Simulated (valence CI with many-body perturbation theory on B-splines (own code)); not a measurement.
## Au³⁰⁺: what each term of the Hamiltonian does

Calculated by valence CI with perturbative core correlation (CI+MBPT): three valence electrons over a frozen Dirac-Fock core [Kr] 4d10, a basis of 8 s, 8 p, 9 d, 9 f, 6 g, 3 h, 2 i functions for each j, with the one-electron correlation potential Σ1 (screened to all orders), the two-electron term Σ2, the three-electron term Σ3, Breit, model QED; selected single and double excitations, second order for the rest, scaled by the run's own slope (own B-spline code, finite nucleus).

No measured spectrum was set against this ion. As an estimate, large intervals hold to a few tenths of a per cent, small ones and those within an open d or f shell to about a per cent. Core correlation moves these levels by up to 50000 cm⁻¹, and in measured spectra 5 to 20 % of such shifts remained as error; rates that hang on mixing are uncertain with them. The list stops below the first excitations out of the core.

Each rung adds one term. CI alone is the Dirac-Coulomb CI over the frozen core; QED comes last and gives the full result, which names the levels. Energies are above (4f5/2^3) J=9/2 on the same rung, in cm⁻¹.

Levels are named by their leading jj configuration (3d3/2^4 stands for four electrons in 3d with j = 3/2), which in mixed levels can hold well under half, so a name can repeat and another be missing. Letters in brackets count levels of one name in rising energy.

```
                     Level  CI alone
(4f5/2^2 4f7/2) J=11/2 [a]     34544
           (4f5/2^3) J=3/2     43053
    (4f5/2^2 4f7/2) J=13/2     61098
     (4f5/2^2 4f7/2) J=9/2     61763
           (4f5/2^3) J=5/2     64173
 (4f5/2^2 4f7/2) J=5/2 [a]     76027
 (4f5/2^2 4f7/2) J=3/2 [a]     74644
 (4f5/2^2 4f7/2) J=7/2 [a]     76845
(4f5/2^2 4f7/2) J=15/2 [a]     82210
 (4f5/2^2 4f7/2) J=7/2 [b]     91739
(4f5/2 4f7/2^2) J=13/2 [a]    101974
 (4f5/2 4f7/2^2) J=9/2 [a]    103585
(4f5/2^2 4f7/2) J=11/2 [b]    103939
 (4f5/2^2 4f7/2) J=3/2 [b]    109431
     (4f5/2^2 4f7/2) J=1/2    109222
 (4f5/2^2 4f7/2) J=5/2 [b]    115051
```

Problem. What do these energies become with core correlation, Breit and QED?

Solution. (4f5/2^2 4f7/2) J=11/2 [a] 34458 (-87); (4f5/2^3) J=3/2 41245 (-1808); (4f5/2^2 4f7/2) J=13/2 60034 (-1064); (4f5/2^2 4f7/2) J=9/2 60644 (-1119); (4f5/2^3) J=5/2 62074 (-2099); (4f5/2^2 4f7/2) J=5/2 [a] 73757 (-2270); (4f5/2^2 4f7/2) J=3/2 [a] 73958 (-686); (4f5/2^2 4f7/2) J=7/2 [a] 75024 (-1821); (4f5/2^2 4f7/2) J=15/2 [a] 79860 (-2350); (4f5/2^2 4f7/2) J=7/2 [b] 89221 (-2518); (4f5/2 4f7/2^2) J=13/2 [a] 99887 (-2087); (4f5/2 4f7/2^2) J=9/2 [a] 101359 (-2226); (4f5/2^2 4f7/2) J=11/2 [b] 101446 (-2494); (4f5/2^2 4f7/2) J=3/2 [b] 106286 (-3144); (4f5/2^2 4f7/2) J=1/2 106908 (-2314); (4f5/2^2 4f7/2) J=5/2 [b] 111776 (-3275).

Problem. How does the ionisation energy move along the ladder, and which term matters most?

Solution. CI alone 1073.4, + Σ1 1077.1, + Σ2 1083.6, + Σ3 1083.6, + Breit 1083.5, + QED 1083.6 eV. The largest step is Σ2, 6.5 eV. NIST lists 1100 ± 50 eV (theoretical).
